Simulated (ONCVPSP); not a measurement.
**Which change was made? (La, ONCV)**

ONCVPSP 4.0.1 input, shortened (lines: element, Z, core and valence counts, functional; n l f; lmax; l rc ep ncon nbas qcut; lloc lpopt rc5 dvloc0; l nproj debl; icmod fcfact rcfact), PBEsol, fully relativistic:

```
  La 57.00    9    4  -116133      upf
    1    0    2.00
    2    0    2.00
    2    1    6.00
    3    0    2.00
    3    1    6.00
    3    2   10.00
    4    0    2.00
    4    1    6.00
    4    2   10.00
    5    0    2.00
    5    1    6.00
    5    2    1.00
    6    0    2.00
    3
    0    2.80    0.00    5    8    5.40
    1    2.45    0.00    3    7    6.40
    2    4.00    0.00    3    8    4.70
    3    2.45    0.11    3    8    4.40
    3    5    2.45    0.00
    0    2    2.00
    1    1    3.70
    2    2    2.60
    3    0    1.10
    3    4.25    1.55
```

Open shells are filled in proportion to 2j + 1.

In the f channel the program set the typed energies aside and used -0.157 Ha (j = l + 1/2; the other j can differ).

Cutoffs, loose and tight: the cutoffs (Ha) at which the residual kinetic energy of the hardest occupied pseudo-wave falls to 1 and 0.1 mHa per electron. They do not see the model core or the augmentation charge, which bear on the density cutoff. Test errors are all-electron minus pseudo excitation energies from the reference, over the configurations 5s2 5p6 5d1 6s1; 5s2 5p6 5d1 6s0; 5s2 5p6 5d0 6s0; 5s2 5p6 5d1.5 6s1.5; variants that change the core or the reference have their own tests.

The base gives: outcome: generated, projector energies reset by the program; cutoff, loose: 11 Ha; cutoff, tight: 14 Ha; bound ghosts: s, p3/2, p1/2; GHOST(+) flags above zero: d5/2, d3/2; largest test error (meV): -61.

Question: After one change the result is: outcome: generated, projector energies reset by the program; cutoff, loose: 9.4 Ha; cutoff, tight: 11 Ha; bound ghosts: s, p3/2, p1/2; GHOST(+) flags above zero: d5/2, d3/2; largest test error (meV): -54. Which change was it?
A. scalar-relativistic
B. f: rc 3.54
C. p: qcut 4.2

Answer: C. The others give: scalar-relativistic → outcome: generated, projector energies reset by the program; cutoff, loose: 11 Ha; cutoff, tight: 14 Ha; bound ghosts: s, p; GHOST(+) flags above zero: d; largest test error (meV): -64 | f: rc 3.54 → outcome: failed: test_data: rc < rc(lloc) for l = 0. Not allowed..
